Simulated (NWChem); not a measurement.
Molecule: C₂H₆BFO; SMILES CB(F)CO

```xyz
11

C      1.5277    -0.6953     0.0001
B     -0.0313    -0.5789     0.0002
F     -0.7962    -1.6809    -0.0005
C     -0.8172     0.7929     0.0007
O      0.0872     1.8955    -0.0007
H      1.9391    -0.1635    -0.8686
H      1.9395    -0.1702     0.8727
H      1.8934    -1.7267    -0.0038
H     -1.4906     0.8100    -0.8770
H     -1.4881     0.8103     0.8805
H     -0.4319     2.7133    -0.0003
```
Atoms are numbered in this order, from 1.

Program: NWChem. Medium grid unless said otherwise, to which SCAN and Minnesota functionals are sensitive. Structure relaxed at the B3LYP/6-31G* (spherical d) level. Hybrids' shares of exact exchange are those that their runs print; pure functionals count as 0. The functionals differ in more than this share.

```
row                     share of exact exchange  orbital gap (eV)
----------------------  -----------------------  ----------------
PBE/def2-TZVP                              0.00              5.29
r2SCAN/def2-TZVP                           0.00              6.08
TPSSh/def2-TZVP                            0.10          withheld
B3LYP/def2-TZVP                            0.20              7.55
Hartree-Fock/def2-TZVP                     1.00             15.21
```

Problem. Fit a straight line of the last column on the one before it, predict the withheld value, and compare with the run.

Solution. 
1. Means of the 4 shown rows: x = 0.300, y = 8.533. Slope Σ(x − x̄)(y − ȳ)/Σ(x − x̄)² = 6.481/0.6800 = 9.531; intercept 5.673.
2. The shown rows scatter about the line by 0.280 (root mean square); the largest residual is +0.41, at r2SCAN/def2-TZVP.
3. At x = 0.10 (TPSSh/def2-TZVP; inside the shown range) the line gives 6.63.
4. The run gives 6.67, +0.04 from the line, 0.1 times the scatter.
